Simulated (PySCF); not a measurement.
Ionisation energy of Br⁺ by level of theory

Br⁺ [Ar] 3d10 4s2 4p4 [4p1/2^2 4p3/2^2, M_J = 2] → Br²⁺ [Ar] 3d10 4s2 4p3 [4p1/2^2 4p3/2^1, M_J = 3/2], as a difference of total energies. Calculation: PySCF 2.14, in x2c-TZVPPall-2c (6s7p4d1f, 54 functions); the two-component X2C-1e Hamiltonian. Correlated levels: [Ne] frozen. "Screened" scales the spin-orbit matrix elements by Boettger's factors to mimic the two-electron term; Breit and QED terms are absent.

| method | ionisation energy (eV) | error (eV) |
| --- | --- | --- |
| GHF (spin-free) | 20.115 | -1.476 |
| GMP2 (spin-free) | 21.025 | -0.566 |
| GHF (screened spin-orbit) | 20.298 | -1.293 |
| GMP2 (screened spin-orbit) | 21.199 | -0.392 |

Reference: 21.591 eV (measured; NIST Atomic Spectra Database, ionization energies).

The spin-free rows relax to the high-spin LS determinant and lack the spin-orbit shift.

Errors of the correlated levels include the incompleteness of this basis and the frozen core.

The labels give the starting determinants; with spin-orbit coupling the two ends relaxed to ⟨J²⟩ = 6.02, ⟨L²⟩ = 2.11, ⟨S²⟩ = 1.96 and ⟨J²⟩ = 3.75, ⟨L²⟩ = 0.02, ⟨S²⟩ = 3.72.
